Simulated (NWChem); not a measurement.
BSiH4OF; SMILES FBO[SiH3]

```xyz
8

B     -0.2509     1.1866     0.7224
F      1.0172     1.5068     0.4726
H     -0.9161     1.9249     1.4039
O     -0.7656     0.0554     0.2156
Si    -0.1165    -1.1638    -0.7524
H     -1.2071    -2.1500    -0.9694
H      1.0303    -1.8083    -0.0525
H      0.3291    -0.5922    -2.0544
```
Atoms are numbered in this order, from 1.

Program: NWChem. Pople sets run with spherical d functions. All runs use the structure optimised with PBE0/def2-SVP. Vzz is the largest principal value of the second derivative of the potential at the nucleus (NWChem prints the opposite sign); η is the asymmetry. Non-relativistic.

| level | Vzz B1 (a.u.) | η B1 | Vzz O4 (a.u.) | η O4 |
|---|---|---|---|---|
| Hartree-Fock/cc-pVTZ | 0.414 | 0.49 | 0.884 | 0.48 |
| Hartree-Fock/def2-SVP | 0.375 | 0.54 | 0.921 | 0.41 |
| PBE/6-31G* | ? | ? | ? | 0.49 |
| PBE/def2-TZVP | 0.350 | 0.60 | 0.821 | 0.59 |

**Question.** Some entries are withheld; supply them.

**Answer.** 
- PBE/6-31G*, Vzz B1 (a.u.): 0.302
- PBE/6-31G*, η B1: 0.64
- PBE/6-31G*, Vzz O4 (a.u.): 0.845
